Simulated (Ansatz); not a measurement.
Ansatz (a first-principles code) input (B3LYP-D3(BJ)/def2-TZVP):

Ansatz 0.2 input:
```yaml
crystal:
  periodic: [false, false, false]
  atoms:
    - {symbol: S, position_ang: [-0.21893664, -0.10620662, 0.36855545]}
    - {symbol: O, position_ang: [0.23046504, 1.25696270, -0.16615744]}
    - {symbol: O, position_ang: [0.11738981, -1.21182731, -0.44335922]}
    - {symbol: H, position_ang: [0.72014738, 1.33822274, -1.02075390]}
basis:
  gaussian:
    orbitals: def2-TZVP
hamiltonian:
  xc: b3lyp
  dispersion: d3bj
total_charge: 1
phonons: {temperatures: {t_min: 298.15, t_max: 298.15, t_step: 100}}
```

Output:

```
Functional definition: B3LYP
integrals: 0.03 GiB planned
617 factors; their error is unknown
mean field: 0.27 GiB planned
mean field evaluation 1: about -14920.4942 eV, gradient 1.1e2 eV
mean field evaluation 2: about -14858.9454 eV, gradient 2.0e2 eV
mean field evaluation 4: about -14936.4020 eV, gradient 3.4e1 eV
mean field evaluation 8: about -14938.3710 eV, gradient 1.6e-1 eV
mean field evaluation 16: about -14938.3976 eV, gradient 2.1e-5 eV
mean field -14938.39758901 eV, -548.9759857865 hartree, gradient 2.1e-5 eV, S^2 0.000000; 0 other end points of the search recorded, 0 dependent functions left out
the calculation of the forces begins
reference -14938.39775901 eV, -548.9759920338 hartree; 16, 16 occupied and 89, 89 virtual orbitals, 617 factors
these checks for a lower state are left out or cut short: stability, starts, cluster_reference, orbital_swaps, neighbouring_geometries, increment
integrals: 0.03 GiB planned
617 factors; their error is unknown
mean field: 0.27 GiB planned
mean field -14938.39742269 eV, -548.9759796743 hartree, gradient 1.4e-6 eV, S^2 0.000000; 0 other end points of the search recorded, 0 dependent functions left out
the calculation of the forces begins
reference -14938.39759262 eV, -548.9759859191 hartree; 16, 16 occupied and 89, 89 virtual orbitals, 617 factors
these checks for a lower state are left out or cut short: stability, starts, cluster_reference, orbital_swaps, neighbouring_geometries, increment
integrals: 0.03 GiB planned
617 factors; their error is unknown
mean field: 0.27 GiB planned
mean field evaluation 32: about -14938.3974 eV, gradient 1.4e-6 eV
mean field -14938.39743369 eV, -548.9759800785 hartree, gradient 1.4e-6 eV, S^2 0.000000; 0 other end points of the search recorded, 0 dependent functions left out
the calculation of the forces begins
reference -14938.39760375 eV, -548.9759863282 hartree; 16, 16 occupied and 89, 89 virtual orbitals, 617 factors
these checks for a lower state are left out or cut short: stability, starts, cluster_reference, orbital_swaps, neighbouring_geometries, increment
integrals: 0.03 GiB planned
617 factors; their error is unknown
mean field: 0.27 GiB planned
mean field -14938.39746492 eV, -548.9759812265 hartree, gradient 1.4e-6 eV, S^2 0.000000; 0 other end points of the search recorded, 0 dependent functions left out
the calculation of the forces begins
reference -14938.39763492 eV, -548.9759874736 hartree; 16, 16 occupied and 89, 89 virtual orbitals, 617 factors
these checks for a lower state are left out or cut short: stability, starts, cluster_reference, orbital_swaps, neighbouring_geometries, increment
integrals: 0.03 GiB planned
617 factors; their error is unknown
mean field: 0.27 GiB planned
mean field -14938.39746829 eV, -548.9759813502 hartree, gradient 1.4e-6 eV, S^2 0.000000; 0 other end points of the search recorded, 0 dependent functions left out
the calculation of the forces begins
reference -14938.39763829 eV, -548.9759875976 hartree; 16, 16 occupied and 89, 89 virtual orbitals, 617 factors
these checks for a lower state are left out or cut short: stability, starts, cluster_reference, orbital_swaps, neighbouring_geometries, increment
integrals: 0.03 GiB planned
617 factors; their error is unknown
mean field: 0.27 GiB planned
mean field -14938.39741557 eV, -548.9759794129 hartree, gradient 1.4e-6 eV, S^2 0.000000; 0 other end points of the search recorded, 0 dependent functions left out
the calculation of the forces begins
reference -14938.39758558 eV, -548.9759856606 hartree; 16, 16 occupied and 89, 89 virtual orbitals, 617 factors
these checks for a lower state are left out or cut short: stability, starts, cluster_reference, orbital_swaps, neighbouring_geometries, increment
integrals: 0.03 GiB planned
617 factors; their error is unknown
mean field: 0.27 GiB planned
mean field evaluation 64: about -14938.3974 eV, gradient 1.4e-6 eV
mean field -14938.39741466 eV, -548.9759793793 hartree, gradient 1.4e-6 eV, S^2 0.000000; 0 other end points of the search recorded, 0 dependent functions left out
the calculation of the forces begins
reference -14938.39758465 eV, -548.9759856262 hartree; 16, 16 occupied and 89, 89 virtual orbitals, 617 factors
these checks for a lower state are left out or cut short: stability, starts, cluster_reference, orbital_swaps, neighbouring_geometries, increment
integrals: 0.03 GiB planned
617 factors; their error is unknown
mean field: 0.27 GiB planned
mean field -14938.39753919 eV, -548.9759839558 hartree, gradient 1.4e-6 eV, S^2 0.000000; 0 other end points of the search recorded, 0 dependent functions left out
the calculation of the forces begins
reference -14938.39770920 eV, -548.9759902033 hartree; 16, 16 occupied and 89, 89 virtual orbitals, 617 factors
these checks for a lower state are left out or cut short: stability, starts, cluster_reference, orbital_swaps, neighbouring_geometries, increment
integrals: 0.03 GiB planned
617 factors; their error is unknown
mean field: 0.27 GiB planned
mean field -14938.39752695 eV, -548.9759835060 hartree, gradient 1.4e-6 eV, S^2 0.000000; 0 other end points of the search recorded, 0 dependent functions left out
the calculation of the forces begins
reference -14938.39769694 eV, -548.9759897531 hartree; 16, 16 occupied and 89, 89 virtual orbitals, 617 factors
these checks for a lower state are left out or cut short: stability, starts, cluster_reference, orbital_swaps, neighbouring_geometries, increment
integrals: 0.03 GiB planned
617 factors; their error is unknown
mean field: 0.27 GiB planned
mean field -14938.39749483 eV, -548.9759823254 hartree, gradient 1.4e-6 eV, S^2 0.000000; 0 other end points of the search recorded, 0 dependent functions left out
the calculation of the forces begins
reference -14938.39766485 eV, -548.9759885737 hartree; 16, 16 occupied and 89, 89 virtual orbitals, 617 factors
these checks for a lower state are left out or cut short: stability, starts, cluster_reference, orbital_swaps, neighbouring_geometries, increment
integrals: 0.03 GiB planned
617 factors; their error is unknown
mean field: 0.27 GiB planned
mean field -14938.39749549 eV, -548.9759823499 hartree, gradient 1.4e-6 eV, S^2 0.000000; 0 other end points of the search recorded, 0 dependent functions left out
the calculation of the forces begins
reference -14938.39766546 eV, -548.9759885961 hartree; 16, 16 occupied and 89, 89 virtual orbitals, 617 factors
these checks for a lower state are left out or cut short: stability, starts, cluster_reference, orbital_swaps, neighbouring_geometries, increment
integrals: 0.03 GiB planned
617 factors; their error is unknown
mean field: 0.27 GiB planned
mean field evaluation 96: about -14938.3709 eV, gradient 1.6e-4 eV
mean field -14938.39749888 eV, -548.9759824744 hartree, gradient 1.4e-6 eV, S^2 0.000000; 0 other end points of the search recorded, 0 dependent functions left out
the calculation of the forces begins
reference -14938.39766886 eV, -548.9759887210 hartree; 16, 16 occupied and 89, 89 virtual orbitals, 617 factors
these checks for a lower state are left out or cut short: stability, starts, cluster_reference, orbital_swaps, neighbouring_geometries, increment
integrals: 0.03 GiB planned
617 factors; their error is unknown
mean field: 0.27 GiB planned
mean field -14938.39752247 eV, -548.9759833412 hartree, gradient 1.4e-6 eV, S^2 0.000000; 0 other end points of the search recorded, 0 dependent functions left out
the calculation of the forces begins
reference -14938.39769248 eV, -548.9759895891 hartree; 16, 16 occupied and 89, 89 virtual orbitals, 617 factors
these checks for a lower state are left out or cut short: stability, starts, cluster_reference, orbital_swaps, neighbouring_geometries, increment
integrals: 0.03 GiB planned
617 factors; their error is unknown
mean field: 0.27 GiB planned
mean field -14938.39746063 eV, -548.9759810687 hartree, gradient 1.4e-6 eV, S^2 0.000000; 0 other end points of the search recorded, 0 dependent functions left out
the calculation of the forces begins
reference -14938.39763065 eV, -548.9759873169 hartree; 16, 16 occupied and 89, 89 virtual orbitals, 617 factors
these checks for a lower state are left out or cut short: stability, starts, cluster_reference, orbital_swaps, neighbouring_geometries, increment
integrals: 0.03 GiB planned
617 factors; their error is unknown
mean field: 0.27 GiB planned
mean field -14938.39745007 eV, -548.9759806805 hartree, gradient 1.4e-6 eV, S^2 0.000000; 0 other end points of the search recorded, 0 dependent functions left out
the calculation of the forces begins
reference -14938.39762004 eV, -548.9759869268 hartree; 16, 16 occupied and 89, 89 virtual orbitals, 617 factors
these checks for a lower state are left out or cut short: stability, starts, cluster_reference, orbital_swaps, neighbouring_geometries, increment
integrals: 0.03 GiB planned
617 factors; their error is unknown
mean field: 0.27 GiB planned
mean field evaluation 128: about -14938.3976 eV, gradient 3.6e-5 eV
mean field -14938.39758958 eV, -548.9759858075 hartree, gradient 1.4e-6 eV, S^2 0.000000; 0 other end points of the search recorded, 0 dependent functions left out
the calculation of the forces begins
reference -14938.39775959 eV, -548.9759920553 hartree; 16, 16 occupied and 89, 89 virtual orbitals, 617 factors
these checks for a lower state are left out or cut short: stability, starts, cluster_reference, orbital_swaps, neighbouring_geometries, increment
integrals: 0.03 GiB planned
617 factors; their error is unknown
mean field: 0.27 GiB planned
mean field -14938.39757485 eV, -548.9759852663 hartree, gradient 1.4e-6 eV, S^2 0.000000; 0 other end points of the search recorded, 0 dependent functions left out
the calculation of the forces begins
reference -14938.39774484 eV, -548.9759915131 hartree; 16, 16 occupied and 89, 89 virtual orbitals, 617 factors
Total energy: -14938.48974485 eV, -548.9793724511 hartree
Atom 0 at    -0.218937    -0.106207     0.368555 Å, force    -0.000041     0.000547     0.000178 eV/Å
Atom 1 at     0.230465     1.256963    -0.166157 Å, force     0.000020    -0.000274    -0.000088 eV/Å
Atom 2 at     0.117390    -1.211827    -0.443359 Å, force     0.000134    -0.000159    -0.000268 eV/Å
Atom 3 at     0.720147     1.338223    -1.020754 Å, force    -0.000112    -0.000114     0.000178 eV/Å
Dipole moment:     0.065943     0.352169    -0.048993 e Å
Vibrations: 442.06 606.19 900.88 1040.38 1385.27 3515.28 cm⁻¹, zero-point energy 0.489122 eV
```

It need not be the lowest isomer of its formula.
